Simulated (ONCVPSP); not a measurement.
**Configuration tests for Ta (ONCV)**

Ta (Z = 73), optimised norm-conserving Vanderbilt (ONCV), made with ONCVPSP 4.0.1 (PBE, scalar-relativistic). Core [Kr] 4d10 4f14, reference 5s2 5p6 5d4 6s1. Waves: 5s+6s: rc 2.05 bohr, ncon 4, nbas 8, qcut 7.1 1/bohr, 2 projectors; 5p: rc 2.10 bohr, ncon 3, nbas 6, qcut 7.9 1/bohr, 1 projector; 5d: rc 2.30 bohr, ncon 3, nbas 8, qcut 6.8 1/bohr, 3 projectors, debl 1.1 Ha. Local part: polynomial inside 1.75 bohr (lpopt 5, dvloc0 9.5 Ha). Core correction: Teter function, fcfact 4.5, rcfact 1.75.

Energies are relative to the spin-unpolarised reference configuration 5s2 5p6 5d4 6s1; without spin polarisation the order of configurations can differ from experiment.

| valence configuration | charge | ΔE all-electron (eV) | error AE − PS (meV) |
| --- | --- | --- | --- |
| 5s2 5p6 5d3 6s2 | 0 | -2.094 | -12 |
| 5s2 5p6 5d2 6s2 6p1 | 0 | 0.892 | -157 |

Question: What are ΔE and the potential's error for 5s2 5p6 5d3 6s1?

Answer: ΔE = 6.374 eV all-electron; the error (AE − PS) is -8.7 meV.

Question: What are ΔE and the potential's error for 5s2 5p6 5d3 6s0?

Answer: ΔE = 21.346 eV all-electron; the error (AE − PS) is -44 meV.
